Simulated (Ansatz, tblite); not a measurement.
Forces on `CCCCCCCCCCS` at its r2SCAN-D4/def2-SVP geometry. Total charge 0; singlet.

The xTB rows come from tblite.

GFN2-xTB (tblite), largest force 0.71 eV/Å:

```xyz
33
positions Å, forces eV/Å
C    -4.662   -1.284    0.441   -0.149   -0.093   -0.432
C    -4.047   -0.652    1.688   -0.010   -0.250    0.382
C    -3.046    0.468    1.397   -0.079    0.592   -0.003
C    -1.793    0.024    0.642    0.096   -0.656   -0.242
C    -0.783    1.156    0.450   -0.078    0.444    0.362
C     0.447    0.788   -0.384    0.058    0.075   -0.571
C     1.348   -0.270    0.257   -0.079   -0.105    0.538
C     2.585   -0.632   -0.568    0.141   -0.428   -0.325
C     3.593    0.505   -0.727   -0.046    0.576    0.142
C     4.877    0.108   -1.450    0.337   -0.239    0.359
S     4.658   -0.437   -3.187   -0.182    0.518    0.101
H    -5.149   -0.522   -0.191    0.220   -0.265    0.319
H    -5.425   -2.033    0.706    0.315    0.318   -0.005
H    -3.906   -1.793   -0.179   -0.247    0.228    0.326
H    -3.549   -1.435    2.292   -0.115    0.227   -0.297
H    -4.855   -0.250    2.325    0.223   -0.054   -0.286
H    -2.738    0.932    2.352   -0.083   -0.247   -0.268
H    -3.551    1.270    0.823    0.153   -0.349    0.130
H    -2.070   -0.379   -0.350    0.044    0.243    0.341
H    -1.326   -0.815    1.191   -0.138    0.373   -0.114
H    -0.455    1.523    1.442   -0.066   -0.213   -0.324
H    -1.298    2.009   -0.029    0.169   -0.326    0.058
H     0.122    0.430   -1.380    0.061    0.052    0.399
H     1.031    1.706   -0.569   -0.191   -0.284    0.180
H     0.764   -1.191    0.430    0.192    0.296   -0.175
H     1.661    0.082    1.260   -0.043   -0.052   -0.409
H     3.097   -1.489   -0.092   -0.176    0.327   -0.067
H     2.278   -0.983   -1.569    0.030    0.194    0.302
H     3.875    0.887    0.274   -0.050   -0.214   -0.325
H     3.134    1.358   -1.258    0.109   -0.356    0.083
H     5.347   -0.760   -0.957   -0.225    0.224   -0.173
H     5.615    0.926   -1.426   -0.307   -0.188   -0.147
H     4.219    0.753   -3.657    0.114   -0.367    0.142
```

r2SCAN-D4/def2-TZVP (Ansatz), largest force 0.33 eV/Å:

```
C -0.082 -0.098 -0.219
C -0.044 -0.084 0.260
C -0.023 0.271 0.047
C 0.038 -0.281 -0.098
C -0.052 0.236 0.130
C 0.066 0.103 -0.249
C -0.069 -0.108 0.246
C 0.071 -0.223 -0.149
C -0.082 0.265 0.063
C 0.252 -0.056 0.092
S -0.051 0.269 0.088
H 0.133 -0.188 0.173
H 0.203 0.201 -0.056
H -0.194 0.143 0.178
H -0.116 0.197 -0.170
H 0.199 -0.092 -0.176
H -0.070 -0.129 -0.230
H 0.122 -0.215 0.129
H 0.066 0.116 0.250
H -0.119 0.224 -0.129
H -0.075 -0.107 -0.244
H 0.122 -0.219 0.104
H 0.075 0.077 0.255
H -0.149 -0.234 0.065
H 0.150 0.238 -0.062
H -0.070 -0.073 -0.255
H -0.121 0.215 -0.099
H 0.061 0.104 0.269
H -0.063 -0.110 -0.233
H 0.126 -0.245 0.126
H -0.142 0.220 -0.131
H -0.226 -0.232 -0.039
H 0.065 -0.187 0.061
```

PBE0-D4/def2-TZVP (Ansatz), largest force 0.48 eV/Å:

```
C -0.040 -0.044 -0.121
C -0.005 -0.045 0.154
C 0.000 0.166 0.010
C 0.023 -0.171 -0.060
C -0.036 0.130 0.089
C 0.033 0.046 -0.148
C -0.036 -0.051 0.144
C 0.059 -0.116 -0.103
C -0.051 0.165 0.034
C 0.133 -0.092 -0.022
S -0.049 0.381 0.285
H 0.136 -0.202 0.182
H 0.210 0.207 -0.057
H -0.200 0.151 0.182
H -0.134 0.218 -0.187
H 0.221 -0.103 -0.193
H -0.084 -0.144 -0.257
H 0.138 -0.239 0.150
H 0.071 0.126 0.285
H -0.127 0.251 -0.150
H -0.086 -0.117 -0.277
H 0.143 -0.243 0.116
H 0.085 0.091 0.291
H -0.164 -0.259 0.066
H 0.165 0.263 -0.062
H -0.079 -0.087 -0.291
H -0.145 0.242 -0.111
H 0.075 0.109 0.293
H -0.073 -0.123 -0.271
H 0.134 -0.267 0.147
H -0.148 0.241 -0.140
H -0.246 -0.254 -0.044
H 0.078 -0.227 0.066
```
